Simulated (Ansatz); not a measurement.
C$_{2}$H$_{5}$AlF$_{2}$, singlet, geometry from GFN2-xTB (such geometries of metal compounds can be far from the true shape); MP2/def2-SV(P) in Ansatz (a first-principles code).

Ansatz was given this input:
Ansatz 0.2 input:
```yaml
crystal:
  periodic: [false, false, false]
  atoms:
    - {symbol: Al, position_ang: [0.17871270, 0.15606976, 0.51906966]}
    - {symbol: F, position_ang: [0.37661578, -1.41612559, 0.98089511]}
    - {symbol: F, position_ang: [0.56394024, 1.27585097, 1.66872822]}
    - {symbol: C, position_ang: [-0.47997196, 0.61193741, -1.30451775]}
    - {symbol: C, position_ang: [-0.72947798, -0.65869398, -2.12213020]}
    - {symbol: H, position_ang: [0.24265046, 1.25409075, -1.81743947]}
    - {symbol: H, position_ang: [-1.39895570, 1.20243684, -1.23754169]}
    - {symbol: H, position_ang: [-1.46812331, -1.29289384, -1.63580390]}
    - {symbol: H, position_ang: [0.18551491, -1.23885895, -2.22456291]}
    - {symbol: H, position_ang: [-1.09265612, -0.41067054, -3.11927995]}
basis:
  gaussian:
    orbitals: def2-SV_P_.json
magnetization: {spin_polarized: false}
correlation: {method: mp2}
```
The basis file holds def2-SV(P) in the JSON format of the Basis Set Exchange.

What the program printed (banner, timings and long lists left out):

```
Functional definition: HF
863 factors; integrals over basis functions are off by at most 6.1e-4 eV
mean field evaluation 1: about -14126.8400 eV, gradient 4.3e1 eV
mean field evaluation 2: about -14126.8898 eV, gradient 4.3e1 eV
mean field evaluation 4: about -14130.6101 eV, gradient 2.8e0 eV
mean field evaluation 8: about -14130.6451 eV, gradient 1.7e-1 eV
mean field -14130.64524708 eV, -519.2916347347 hartree, gradient 8.2e-6 eV, S^2 0.000000; 0 other end points of the search recorded, 0 dependent functions left out
9 core orbitals not correlated
reference -14130.64524708 eV, -519.2916347347 hartree; 15, 15 occupied and 60, 60 virtual orbitals, 863 factors
second order -18.63660446 eV of doubles, -0.00000000 eV of singles
Total energy: -14149.28185154 eV, -519.9765173163 hartree
```
